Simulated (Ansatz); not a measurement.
```xyz
18

C    -1.437   -1.712    0.506
C    -0.235   -0.795    0.434
C     1.019   -1.531   -0.003
O    -0.540    0.240   -0.476
B     0.061    1.481   -0.435
N     1.016    1.839    0.556
N    -0.331    2.392   -1.448
H    -1.636   -2.145   -0.478
H    -2.322   -1.158    0.822
H    -1.262   -2.526    1.214
H    -0.073   -0.368    1.435
H     1.271   -2.325    0.705
H     1.869   -0.849   -0.075
H     0.860   -1.982   -0.986
H     1.300    1.231    1.299
H     1.414    2.758    0.617
H    -1.002    2.129   -2.145
H     0.027    3.322   -1.544
```

The species carries charge 0 and has multiplicity 1.

Task: List the B3LYP/def2-TZVPP orbital energies in eV (the Gaussian-basis code of Ansatz). (Best estimate.)

Result: Ansatz gave: Occupied: -519.95, -388.73, -388.49, -278.11, -276.36, -276.31, -183.68, -27.62, -23.36, -22.62, -21.00, -18.72, -16.16, -14.50, -14.02, -13.35, -12.59, -12.13, -11.80, -11.50, -10.53, -10.33, -10.02, -9.71, -8.85, -8.25, -7.14, -6.49. Lowest empty: 0.52, 1.27, 1.54, 2.11, 2.24, 2.52, 2.85, 2.91.

B3LYP here is the variant with VWN-RPA as its local correlation; programs differ in this.
